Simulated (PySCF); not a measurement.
## Gas-phase thermal properties of Zn(OH)2

Method: PySCF energies (xtb for GFN2) plus ideal-gas RRHO corrections (1 bar). 6-31G* has spherical d functions here. All species are closed-shell singlets. B3LYP is the form with VWN-RPA correlation. Zn: all electrons, no relativistic terms. No R ln 2 is added for the mirror-image form of Zn(OH)2. Zn(OH)2: computed as isolated molecules; such fragments, hydroxides, amides, oligomers or adducts are transient or little studied in the gas. The harmonic model lacks anharmonicity and excited electronic states, which grow with temperature; levels with a mode under 35 cm⁻¹ are left out. Warning, point group unlike the PBE0 one: Zn(OH)2 (GFN2-xTB).

| level | point group | σ | ZPE (kJ/mol) | S°298 (J/mol/K) | Cp298 (J/mol/K) | S°1000 (J/mol/K) | H1000 − H298 (kJ/mol) |
|---|---|---|---|---|---|---|---|
| B3LYP/6-31G* | C2 | 2 | 66.6 | 285.5 | 68.8 | 383.4 | 58.2 |
| GFN2-xTB | C2v | 2 | 61.1 | 294.2 | 74.7 | 396.4 | 60.4 |
| HF/6-31G* | C2 | 2 | 69.8 | 287.6 | 70.0 | 386.3 | 58.5 |
| PBE/def2-SVP | C2 | 2 | 64.6 | 287.5 | 70.3 | 386.7 | 58.8 |
| PBE0/def2-TZVP | C2 | 2 | 67.3 | 285.8 | 69.9 | 384.5 | 58.6 |
σ: rotational symmetry number. Electronic degeneracy used: 1. Frequencies are unscaled.
